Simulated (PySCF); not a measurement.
Estimate the missing entries of this data sheet.

Species: C₃H₁₆Si₄.
SMILES: `C[SiH2]C[SiH2][Si@H](C)[SiH3]`

Conformer (atom-mapped SMILES and torsion angles): `[CH3:1][SiH2:2][CH2:3][SiH2:4][Si@H:5]([CH3:6])[SiH3:7]`: C1–Si2–C3–Si4 178°, Si2–C3–Si4–Si5 173°, C3–Si4–Si5–C6 42°.

```csv
property,level,value
point group of the GFN2-xTB geometry,GFN2-xTB,?
"rotational constants A, B, C of the GFN2-xTB geometry",GFN2-xTB,?
dipole moment,PBE0/pcSseg-1,?
HOMO energy,PBE0/pcSseg-1,?
LUMO energy,PBE0/pcSseg-1,-0.29 eV
13C chemical shifts (computed TMS as zero) by class,GIAO PBE0/pcSseg-1,?
1H chemical shifts (computed TMS as zero) by class,GIAO PBE0/pcSseg-1,?
"isotropic shieldings of nuclei other than C and H, by class",GIAO PBE0/pcSseg-1,"389 (1 Si), 424 (1 Si), 438 (1 Si), 464 (1 Si) ppm"
```

Gas-phase values; electronic properties from PySCF, density fitting. Geometry: GFN2-xTB, one conformer, isolated molecule. NMR classes are plain means over equivalent atoms (diastereotopic ones count apart unless rotation or inversion swaps them), as if these changed places fast; in this geometry the members of some classes differ.

Question: The dipole moment?

Answer: 1.48 D.

Question: What are the 13C chemical shifts (computed TMS as zero) by class?

Answer: -3.5 (1 C), -8.4 (1 C), -11.0 (1 C) ppm.

Question: What are the rotational constants A, B, C of the GFN2-xTB geometry?

Answer: 1.945, 0.418, 0.409 GHz.

Question: What is the HOMO energy?

Answer: -7.74 eV.

Question: The 1H chemical shifts (computed TMS as zero) by class?

Answer: 4.23 (1 H), 4.22 (1 H), 4.11 (1 H), 4.01 (1 H), 3.91 (1 H), 3.45 (3 H), 0.25 (3 H), 0.19 (3 H), -0.31 (1 H), -0.38 (1 H) ppm.

Question: The point group of the GFN2-xTB geometry?

Answer: C1.

The dipole equals about 5.0 × 10⁻³⁰ C·m (1 D = 3.33564 × 10⁻³⁰ C·m). With B = h/(8π²I), that is 505.379 GHz u Å² over I, the principal moments of inertia are 259.9, 1207.7 and 1234.8 u Å² (most abundant isotopes); the inertial defect Ic − Ia − Ib is -232.8 u Å² (zero for a rigid planar frame, negative otherwise). The rotational constants make it an asymmetric top with κ = (2B − A − C)/(A − C) = -0.99, nearer the prolate limit (−1).
